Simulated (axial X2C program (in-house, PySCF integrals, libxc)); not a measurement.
# Density and ELF of HfO⁻

Computed with an in-house all-electron X2C program for linear molecules (integrals from PySCF). Spin-free means the one-electron spin-free X2C Hamiltonian. Basis: Hf dyall-acv3z [14s15p10d7f4g], O dyall-av3z [7s6p3d2f] (cores contracted in-house); Gaussian nuclei, density fitting, unrestricted open shells. Masses: Hf 179.947 u, O 15.995 u.

PBE0, without spin–orbit coupling, state M_S = 1/2, Λ = 2 (beyond evenly filled blocks: δ+α); Hf at z = 0, O at z = 1.762 Å.

The maps cover the half plane through the axis: z from -2.4 to 3.6 Å along the bond, ρ from 0.15 to 2.25 Å away from it.

log10 of the density in e/bohr³:

```
 ρ\z  -2.4  -1.8  -1.2  -0.6   0.0   0.6   1.2   1.8   2.4   3.0   3.6
0.15  -2.6  -2.2  -1.5  -0.1   1.8  -0.1  -0.4   0.6  -0.7  -1.9  -2.9
0.45  -2.7  -2.3  -1.7  -0.4   0.4  -0.5  -0.7  -0.3  -1.0  -2.0  -3.0
0.75  -2.7  -2.3  -1.9  -1.0  -0.4  -1.0  -1.1  -0.9  -1.4  -2.3  -3.2
1.05  -2.8  -2.4  -2.0  -1.5  -1.2  -1.5  -1.6  -1.5  -1.9  -2.6  -3.4
1.35  -2.9  -2.5  -2.2  -1.8  -1.7  -1.9  -2.0  -2.0  -2.3  -2.9  -3.6
1.65  -3.0  -2.6  -2.3  -2.1  -2.0  -2.2  -2.3  -2.4  -2.8  -3.2  -3.8
1.95  -3.1  -2.8  -2.5  -2.3  -2.2  -2.4  -2.6  -2.8  -3.1  -3.6  -4.1
2.25  -3.2  -2.9  -2.7  -2.5  -2.5  -2.7  -2.9  -3.2  -3.5  -3.9  -4.4
```

Electron localisation function (collinear form, no current term, damped to 0 at low density):

```
 ρ\z  -2.4  -1.8  -1.2  -0.6   0.0   0.6   1.2   1.8   2.4   3.0   3.6
0.15  0.81  0.34  0.20  0.58  0.26  0.46  0.80  0.36  0.88  0.56  0.15
0.45  0.81  0.38  0.12  0.59  0.34  0.47  0.75  0.80  0.84  0.50  0.13
0.75  0.81  0.48  0.09  0.33  0.59  0.25  0.62  0.80  0.73  0.39  0.08
1.05  0.79  0.61  0.16  0.15  0.32  0.12  0.42  0.64  0.52  0.25  0.04
1.35  0.76  0.70  0.41  0.24  0.25  0.14  0.25  0.39  0.29  0.12  0.01
1.65  0.69  0.74  0.66  0.52  0.42  0.23  0.16  0.19  0.13  0.04  0.00
1.95  0.56  0.73  0.75  0.72  0.61  0.31  0.12  0.08  0.05  0.01  0.00
2.25  0.36  0.65  0.74  0.75  0.65  0.34  0.10  0.04  0.01  0.00  0.00
```

Axial spin density in 10⁻³ e/bohr³:

```
 ρ\z  -2.4  -1.8  -1.2  -0.6   0.0  0.6   1.2    1.8   2.4   3.0  3.6
0.15  -0.8  -1.2  -0.6   4.6  12.6  4.3  -1.6  -15.2  -0.7  -0.1  0.0
0.45  -0.7  -1.1  -0.7   5.0   7.0  4.5  -0.4   -6.3  -0.6  -0.1  0.0
0.75  -0.6  -0.9  -0.3   7.6  28.1  7.5   0.7   -1.2  -0.3   0.0  0.0
1.05  -0.5  -0.7   0.1   6.5  16.9  6.6   1.1   -0.1  -0.1   0.0  0.0
1.35  -0.4  -0.5   0.3   4.2   8.6  4.4   1.0    0.1   0.0   0.0  0.0
1.65  -0.3  -0.3   0.4   2.5   4.3  2.6   0.8    0.1   0.0   0.0  0.0
1.95  -0.2  -0.2   0.3   1.4   2.2  1.4   0.5    0.1   0.0   0.0  0.0
2.25  -0.1  -0.1   0.2   0.8   1.1  0.8   0.3    0.1   0.0   0.0  0.0
```

Occupations by symmetry block were frozen at the best pattern of an incomplete PBE0 search. Other states lie close and PBE0, whose exact exchange favours high spin, may order them wrongly; the determinant shown need not be the ground state. The nearest other spin-free determinant of the search, M_S = 1/2, Λ = 1, lies 0.10 eV up at the distance of the search. Without a current term, density functionals place determinants with orbital angular momentum somewhat too high. The highest occupied level of some functionals is positive through self-interaction error; at Hartree–Fock it is bound.
